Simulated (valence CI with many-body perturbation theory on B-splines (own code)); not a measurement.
# Energy levels of Tb49+

Calculated by valence CI with perturbative core correlation (CI+MBPT): six valence electrons over a frozen Dirac-Fock core [Ne], a basis of 9 s, 9 p, 8 d, 6 f, 3 g, 1 h functions for each j, with the one-electron correlation potential Σ1 (screened to all orders), the two-electron term Σ2, the three-electron term Σ3, Breit, model QED; selected single and double excitations, second order for the rest, scaled by the run's own slope (own B-spline code, finite nucleus).

No measured spectrum was set against this ion. As an estimate, large intervals hold to a few tenths of a per cent, small ones and those within an open d or f shell to about a per cent. Among the levels kept, up to 1100 cm⁻¹ of a level comes from second order outside the variational space, and about a tenth of that is noise between levels of different J, which matters for small intervals.

Levels 1 to 43 of 43, with energies above the lowest level, (3s^2 3p1/2^2 3p3/2^2) J=2. "Leading %" is the weight of the configuration and term that name the level; weights of strongly mixed levels are sums over their largest components and can fall short, so below about 35 % the name and the second component can differ from the true leading terms, or belong to a minority configuration. In the jj column 3d3/2^4 stands for four electrons in 3d with j = 3/2. Lifetimes count E1, E2, E3, M1 and M2 decay at the calculated energies, and are blank where another channel may lead or the interval is too uncertain; long ones can be off by a factor of two.

```tsv
No.	Configuration	Term	J	E (eV)	Leading %	g	Lifetime	Leading jj
1	3s²3p⁴	³P	2	0.00	69	1.339		3s^2 3p1/2^2 3p3/2^2 (99 %)
2	3s²3p⁴	¹S	0	16.58	62		94.2 ms	3s^2 3p1/2^2 3p3/2^2 (99 %)
3	3s²3p⁴	³P	1	185.45	99	1.492	14.6 ns	3s^2 3p1/2 3p3/2^3 (99 %)
4	3s²3p⁴	¹D	2	193.86	69	1.142	30.2 ns	3s^2 3p1/2 3p3/2^3 (98 %)
5	3s²3p³3d	³D°	2	198.24	31	1.045	189 ps	3s^2 3p1/2^2 3p3/2 3d3/2 (98 %)
6	3s²3p³3d	³D°	1	204.75	30	1.132	89.9 ps	3s^2 3p1/2^2 3p3/2 3d3/2 (97 %)
7	3s²3p³3d	³P°	0	205.36	59		3.78 μs	3s^2 3p1/2^2 3p3/2 3d3/2 (98 %)
8	3s²3p³3d	³F°	3	205.60	28	1.110	2.96 ns	3s^2 3p1/2^2 3p3/2 3d3/2 (95 %)
9	3s²3p³3d	³F°	4	245.47	48	1.261	2.43 μs	3s^2 3p1/2^2 3p3/2 3d5/2 (99 %)
10	3s²3p³3d	³P°	2	248.90	32	1.258	18.0 ps	3s^2 3p1/2^2 3p3/2 3d5/2 (94 %)
11	3s²3p³3d	³D°	3	266.79	38	1.184	3.58 ps	3s^2 3p1/2^2 3p3/2 3d5/2 (92 %)
12	3s²3p³3d	³D°	1	275.66	36	1.043	5.72 ps	3s^2 3p1/2^2 3p3/2 3d5/2 (96 %)
13	3s3p⁵	³P°	2	336.92	82	1.466	2.85 ps	3s 3p1/2^2 3p3/2^3 (82 %)
14	3s3p⁵	¹P°	1	354.80	36	1.183	2.23 ps	3s 3p1/2^2 3p3/2^3 (64 %)
15	3s²3p³3d	³F°	2	375.96	44	1.025	149 ps	3s^2 3p1/2 3p3/2^2 3d3/2 (97 %)
16	3s²3p³3d	⁵D°	0	376.86	51		143 ps	3s^2 3p1/2 3p3/2^2 3d3/2 (96 %)
17	3s²3p³3d	³D°	1	377.56	48	0.965	8.56 ps	3s^2 3p1/2 3p3/2^2 3d3/2 (90 %)
18	3s²3p³3d	³F°	3	382.69	32	1.085	56.2 ps	3s^2 3p1/2 3p3/2^2 3d3/2 (95 %)
19	3s²3p⁴	³P	0	385.59	62		5.49 ns	3s^2 3p3/2^4 (97 %)
20	3s²3p³3d	³G°	4	390.43	50	1.050	101 ns	3s^2 3p1/2 3p3/2^2 3d3/2 (98 %)
21	3s²3p³3d	³F°	2	400.93	61	0.834	8.31 ps	3s^2 3p1/2 3p3/2^2 3d3/2 (94 %)
22	3s²3p²3d²	³F	2	404.47	39	0.740	58.5 ps	3s^2 3p1/2^2 3d3/2^2 (97 %)
23	3s²3p³3d	³D°	3	413.20	50	1.242	846 fs	3s^2 3p1/2 3p3/2^2 3d3/2 (83 %)
24	3s²3p³3d	³P°	2	418.48	32	1.258	575 fs	3s^2 3p1/2 3p3/2^2 3d3/2 (86 %)
25	3s²3p³3d	³D°	3	420.04	49	1.251	6.79 ps	3s^2 3p1/2 3p3/2^2 3d5/2 (88 %)
26	3s²3p³3d	⁵D°	4	420.21	51	1.290	18.6 ns	3s^2 3p1/2 3p3/2^2 3d5/2 (98 %)
27	3s²3p³3d	³S°	1	421.66	41	1.472	529 fs	3s^2 3p1/2 3p3/2^2 3d3/2 (78 %)
28	3s²3p²3d²	³P	0	423.75	56		41.8 ps	3s^2 3p1/2^2 3d3/2^2 (95 %)
29	3s²3p³3d	³F°	4	430.70	71	1.177	91.3 ns	3s^2 3p1/2 3p3/2^2 3d5/2 (98 %)
30	3s²3p³3d	³P°	1	431.47	37	1.039	2.25 ps	3s^2 3p1/2 3p3/2^2 3d5/2 (77 %)
31	3s²3p³3d	¹S°	0	433.25	48		36.1 ps	3s^2 3p1/2 3p3/2^2 3d5/2 (93 %)
32	3s²3p³3d	³G°	5	433.63	99	1.191	92.5 ns	3s^2 3p1/2 3p3/2^2 3d5/2 (99 %)
33	3s²3p³3d	³D°	1	434.30	39	0.885	593 fs	3s^2 3p1/2 3p3/2^2 3d3/2 (75 %)
34	3s²3p³3d	³D°	2	448.82	48	1.267	74.6 ps	3s^2 3p1/2 3p3/2^2 3d5/2 (98 %)
35	3s²3p²3d²	³F	3	453.61	30	1.083	8.73 ps	3s^2 3p1/2^2 3d3/2 3d5/2 (94 %)
36	3s²3p³3d	³F°	3	454.92	35	1.120	515 ps	3s^2 3p1/2 3p3/2^2 3d5/2 (99 %)
37	3s²3p³3d	³D°	2	457.68	44	1.091	3.06 ps	3s^2 3p1/2 3p3/2^2 3d5/2 (93 %)
38	3s²3p³3d	¹P°	1	461.57	31	1.247	1.98 ps	3s^2 3p1/2 3p3/2^2 3d5/2 (89 %)
39	3s²3p²3d²	³P	2	462.95	22	1.199	7.58 ps	3s^2 3p1/2^2 3d3/2 3d5/2 (92 %)
40	3s²3p³3d	¹F°	3	464.69	47	1.073	2.60 ps	3s^2 3p1/2 3p3/2^2 3d5/2 (90 %)
41	3s²3p²3d²	⁵D	1	465.99	34	1.543	7.56 ps	3s^2 3p1/2^2 3d3/2 3d5/2 (92 %)
42	3s²3p²3d²	³F	4	467.50	26	1.093	6.26 ps	3s^2 3p1/2^2 3d3/2 3d5/2 (91 %)
43	3s²3p³3d	³P°	2	469.75	41	1.225	1.56 ps	3s^2 3p1/2 3p3/2^2 3d5/2 (91 %)
```

The ionisation energy to 3s²3p³ ²P°3/2 of the next ion comes out as 4357.4 eV (NIST: 4355 ± 4 eV (theoretical)). All 43 levels together are meant to be complete up to 473.10 eV.
